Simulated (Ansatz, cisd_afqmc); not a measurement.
Species: GeF$_{2}$, charge 0, triplet. This triplet is an excited state, 3.5 eV above the singlet at CCSD(T)/cc-pV5Z (Ansatz, a quantum-chemistry and plane-wave program). GeF2 (SMILES [Ge]([F])[F], triplet).
B3LYP-D3(BJ)/def2-TZVP minimum from Ansatz:
```xyz
3

Ge     0.0018    -0.0023     0.3428
F      0.7118     1.2940    -0.6045
F     -0.7182    -1.2858    -0.6143
```
Charge 0, spin multiplicity 3.

Total energies in cc-pVDZ, 18 correlated electrons, 16 frozen orbitals. Open shells are spin-unrestricted; no spin-orbit coupling. Cores are frozen in correlated methods (noble-gas shells, and filled d and f shells in the p block). No relativity. The Monte Carlo rows (phaseless AFQMC, CISD trial, step 0.005/hartree) carry one-sigma bars that omit the constraint's bias. Outlying blocks are dropped, and bars are widened where a walk drifts. Over all cases where full CI ran beside it in this data, AFQMC minus full CI had a median of +0.1 mEh and passed +0.4 mEh in a tenth of the cases. The spin of F2Ge ([F][Ge][F], triplet) was assumed, and the state is the lowest solution found for it.

```csv
method,program,energy (Eh),minus CCSDT(Q) (mEh)
HF,Ansatz,-2274.18769,450.96
MP2,Ansatz,-2274.62199,16.66
CCSD,Ansatz,-2274.62810,10.55
CCSD(T),Ansatz,-2274.63659,2.05
CCSDT(Q),Ansatz,-2274.63865,0.00
AFQMC/CISD,cisd_afqmc,-2274.6388 ± 0.0004,-0.2 ± 0.4
```

Rough core times of Ansatz's runs on a shared machine: CCSD(T) under 20 s, CCSDT(Q) 80 s.
